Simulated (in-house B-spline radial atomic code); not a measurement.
Settings and results of a run for the rubidium ion Rb⁷⁺ (an excited or competing configuration). Level of theory: Dirac-Hartree-Fock, average of configuration, Fermi nucleus of rms radius 4.2036 fm; calculated with a B-spline radial code for spherical atoms.

Command:
```bash
python run_scf.py task.json out
```
Settings (nuclear radius in fm, mass in u):
```
Z                37
configuration    [Ar] 3d10 4s1 8f1
hamiltonian      dirac
method           hf
spin_polarised   False
nucleus          fermi
rms_radius       4.2036
atomic_mass      84.91179
speed_of_light   137.035999084
```

Output (hartree, bohr):
```
 radial grid: 74 intervals, B-splines of order 8, outer radius 39.4805 bohr

 iter        energy (Eh)    residual
    1       -2944.269387    1.00e+00
    2       -2957.965884    6.50e-01
    3       -2961.670005    1.90e-01
    4       -2961.981357    5.26e-02
    5       -2962.000527    2.25e-02
    6       -2962.006054    3.07e-04
    7       -2962.006056    8.85e-05
    8       -2962.006056    6.98e-06
    9       -2962.006056    1.39e-07

 total energy                     -2962.00606
 kinetic                            3047.6741
 electron-nucleus                  -7014.1667
 electron-electron                  1004.4866

 first-order corrections (not in the total)
   Gaunt                             1.7272
   retardation                      -0.1662
   frequency dependence             -0.0084
   self-energy                       1.1622
   Uehling                          -0.1219
   Wichmann-Kroll                    0.0015
   recoil                            0.0138

 orbital      occ     eigenvalue          <r>       <r^2>       <1/r>       r_max    small
 1s1/2      2.000      -567.0578    0.0402755  0.00218571     37.8824     0.02629  1.81e-02
 2s1/2      2.000       -82.3002     0.176995   0.0370044     8.53402      0.1493  3.64e-03
 2p1/2      2.000       -74.8301     0.152261   0.0284578     8.46853      0.1174  3.61e-03
 2p3/2      4.000       -72.5756     0.156289   0.0298569      8.1611      0.1207  3.51e-03
 3s1/2      2.000       -17.2172     0.505883    0.293376     2.84067      0.4494  9.07e-04
 3p1/2      2.000       -14.4714      0.50725    0.299803     2.72499      0.4402  8.53e-04
 3p3/2      4.000       -14.1149     0.516702    0.310836     2.65515      0.4486  8.30e-04
 3d3/2      4.000        -9.3483     0.510937    0.315607     2.43231      0.3915  7.17e-04
 3d5/2      6.000        -9.2873     0.514366    0.319696     2.41367      0.3941  7.10e-04
 4s1/2      1.000        -5.3725      1.26427     1.78786     1.06178       1.169  2.12e-04
 8f5/2      0.429        -0.5144      10.8847     133.773    0.133506       12.39  1.53e-05
 8f7/2      0.571        -0.5145      10.8844     133.764    0.133499       12.39  1.53e-05
```

Cost of the run: 1.2 s on 1 thread of Arm Neoverse V2 (shared host).

For the Dirac Hamiltonian the kinetic term is c α·p + (β - 1)c².
